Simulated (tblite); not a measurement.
Compound: C₈H₁₃OP.
Numbering: `[CH:1]#[C:2][CH2:3][P@:4](=[O:5])([CH:6]=[CH2:7])[CH2:8][CH2:9][CH3:10]` (hydrogens: H11 on C1; H12, H13 on C3; H14 on C6; H15, H16 on C7; H17, H18 on C8; H19, H20 on C9; H21, H22, H23 on C10)

Geometry (GFN2-xTB, Å), atoms numbered from 1 in this order:
```xyz
23
C8H13OP angstrom
C      2.5724   -1.8165   -0.5077
C      2.1153   -0.7602   -0.8375
C      1.5319    0.5053   -1.1913
P      0.2960    1.0890    0.0603
O     -0.3687    2.3323   -0.3475
C      1.2607    1.2027    1.5928
C      1.2867    2.3484    2.2503
C     -0.8443   -0.3311    0.3319
C     -1.6927   -0.5544   -0.9136
C     -2.7669   -1.6103   -0.6847
H      2.9874   -2.7405   -0.2353
H      2.2960    1.2872   -1.2575
H      1.0133    0.4504   -2.1538
H      1.7986    0.3232    1.9150
H      0.7320    3.1926    1.8709
H      1.8418    2.4926    3.1635
H     -1.4799   -0.0607    1.1802
H     -0.2738   -1.2241    0.5897
H     -1.0489   -0.8687   -1.7389
H     -2.1560    0.3950   -1.1935
H     -2.3138   -2.5613   -0.4106
H     -3.4382   -1.3066    0.1156
H     -3.3537   -1.7573   -1.5883
```

Level: GFN2-xTB in tblite, geometry and Hessian alike; calculated harmonic values, unscaled, isolated species. This tight-binding method is rough: wavenumbers can miss measured ones by several per cent, in bad cases by 10 to 20. One conformer, not necessarily the lowest.

Harmonic wavenumbers (cm⁻¹): 31.4, 60.3, 61.0, 80.4, 108.3, 125.0, 187.0, 206.6, 226.9, 236.6, 281.0, 299.4, 307.8, 345.9, 388.5, 466.7, 544.8, 626.3, 639.7, 679.0, 722.2, 745.4, 789.9, 797.9, 851.1, 909.2, 946.9, 973.5, 998.1, 1006.0, 1015.6, 1065.2, 1081.5, 1112.1, 1170.5, 1209.1, 1212.4, 1225.6, 1263.8, 1272.8, 1339.5, 1379.6, 1396.2, 1415.1, 1430.1, 1486.2, 1501.9, 1503.9, 1664.6, 2289.4, 2918.4, 2931.2, 2940.4, 2964.4, 2976.5, 2981.4, 3027.4, 3034.8, 3040.3, 3064.4, 3081.7, 3111.6, 3398.3.

A = 1237, B = 898.4, C = 653.9 MHz; mass 156.070 u (most abundant isotopes); point group C1, symmetry number 1.

Zero-point energy?

Half the sum of the wavenumbers: 40574 cm⁻¹ = 485.38 kJ/mol.

Entropy at 500 K, 1 bar (ideal gas, RRHO, classical rotation)?

Translation 182.59, rotation 133.94, vibration 295.96: S = 612.5 J/(mol K).

And Cp and H(500 K) − H(0)?

Cp = 294.76 J/(mol K), of which vibrations give 261.51 (their classical limit is 63 R = 523.8); H(500 K) − H(0) = 88.55 kJ/mol without the zero-point energy, 71.92 from vibrations.

How do the functions run with temperature in this model?

| T (K) | S (J/(mol K)) | Cp (J/(mol K)) | H − H(0) (kJ/mol) | G − H(0) (kJ/mol) | ln q(vib) |
| --- | --- | --- | --- | --- | --- |
| 50 | 265.0 | 69.7 | 2.46 | -10.79 | 1.09 |
| 100 | 324.1 | 103.6 | 6.82 | -25.59 | 3.14 |
| 298.15 | 484.0 | 205.4 | 37.61 | -106.69 | 11.04 |
| 373.15 | 534.1 | 241.8 | 54.39 | -144.89 | 13.80 |
| 750 | 747.1 | 368.8 | 172.19 | -388.15 | 26.55 |
| 1000 | 860.4 | 418.1 | 270.94 | -589.47 | 34.05 |

q(vib) and H(0) count from the zero-point level.

Which modes carry the vibrational entropy at 500 K?

31.4 cm⁻¹: 28.31; 60.3 cm⁻¹: 22.89; 61.0 cm⁻¹: 22.79; 80.4 cm⁻¹: 20.50; 108.3 cm⁻¹: 18.04; 125.0 cm⁻¹: 16.86 J/(mol K); the other 57 give 166.56 together.

Hindered rotation and anharmonicity are outside this model. Other conformers, if any are populated, would add a mixing term that is left out. The structure is chiral; the term R ln 2 for an equal mix with its mirror image is left out.
